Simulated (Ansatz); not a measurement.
Stepwise reaction of `[SiH3][GeH3]` with water, as a gas-phase model of exchange steps in deposition or etching. ΔE in kJ/mol.

Gas-phase electronic energies from Ansatz, PBE0-D4/def2-TZVP geometries. CBS: MP2 limit from def2 TZ/QZ plus the TZ coupled-cluster correction, frozen cores. This one scheme is used for every species. Functionals use def2-TZVPP. B3LYP here is the variant with VWN-RPA as its local correlation; programs differ in this. For Ge outer-core shells are correlated without core-valence functions, which leaves a few kJ/mol of doubt a bond. Scalar relativity is left out up to krypton. Each species was taken in one conformer, which may not be the lowest.

```json
{"step": "1", "reaction": "`[SiH3][GeH3]` + H₂O → `O[SiH2][GeH3]` + H₂", "PBE-D4": "-51.2", "B3LYP-D4": "-58.4", "ωB97M-V": "-57.8", "CCSD(T)/CBS": "-55.5"}
{"step": "2", "reaction": "`O[SiH2][GeH3]` + H₂O → `O[SiH](O)[GeH3]` + H₂", "PBE-D4": "-83.0", "B3LYP-D4": "-86.6", "ωB97M-V": "-86.9", "CCSD(T)/CBS": "-83.4"}
```

Give the row of step 3, `O[SiH](O)[GeH3]` + H₂O → `[OH][GeH2][SiH](O)O` + H₂. (An estimate is asked.)

Ansatz gave: 
| step | reaction | PBE-D4 | B3LYP-D4 | ωB97M-V | CCSD(T)/CBS |
| --- | --- | --- | --- | --- | --- |
| 3 | `O[SiH](O)[GeH3]` + H₂O → `[OH][GeH2][SiH](O)O` + H₂ | -4.9 | -9.4 | -8.0 | -3.7 |

By hand: ΔE of the 3 steps together at CCSD(T)/CBS.

(-55.5) + (-83.4) + (-3.7) = -142.6 kJ/mol, or -47.5 kJ/mol a step.

In ΔE step 2 is the lowest and step 3 the highest. PBE-D4 differs from CCSD(T)/CBS by -1.2 to 4.3 kJ/mol a step. Isolated molecules leave out the surface, adducts and barriers. Largest T1 diagnostic: 0.012.
